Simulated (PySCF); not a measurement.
# Fractional electron number in Cu²⁺ (copper, charge +2)

The 3d beta orbital of [Ar] 3d9 is emptied in steps (occupation f), with all orbitals relaxed, ending at [Ar] 3d8. Calculation: PySCF 2.14, in aug-cc-pVDZ-PP with ECP10MDF; a scalar-relativistic core potential. The exact energy is a straight line in f; departures are measured from the line between the end points of the same method.

```json
{"f": "1", "UHF (eV)": "0.000", "LDA (eV)": "0.000", "PBE (eV)": "0.000"}
{"f": "0.75", "UHF (eV)": "0.704", "LDA (eV)": "-1.712", "PBE (eV)": "-1.630"}
{"f": "0.5", "UHF (eV)": "0.894", "LDA (eV)": "-2.307", "PBE (eV)": "-2.189"}
{"f": "0.25", "UHF (eV)": "0.639", "LDA (eV)": "-1.747", "PBE (eV)": "-1.653"}
{"f": "0", "UHF (eV)": "0.000", "LDA (eV)": "0.000", "PBE (eV)": "0.000"}
```

Task: For PBE, how does the orbital energy at f = 1 compare with the removal energy?

Result: −ε = 28.430 eV against a total-energy difference of 37.049 eV. By Janak's theorem ε = ∂E/∂f, so the gap between them reflects the curvature. Along the path −ε is 32.653 (f = 0.75), 36.987 (f = 0.5), 41.410 (f = 0.25) eV.

| method | E(f=0) − E(f=1) (eV) | −ε at f=1 (eV) | −ε at f=0.5 (eV) |
| --- | --- | --- | --- |
| UHF | 34.051 | 38.000 | 33.879 |
| LDA | 37.861 | 28.838 | 37.766 |
| PBE | 37.049 | 28.430 | 36.987 |

Reference removal energy between the ground levels: 36.841 ± 0.012 eV (measured; NIST Atomic Spectra Database, ionization energies). The calculation has no spin-orbit coupling. The determinant left behind need not be the lowest term of the ion. UHF lacks correlation.
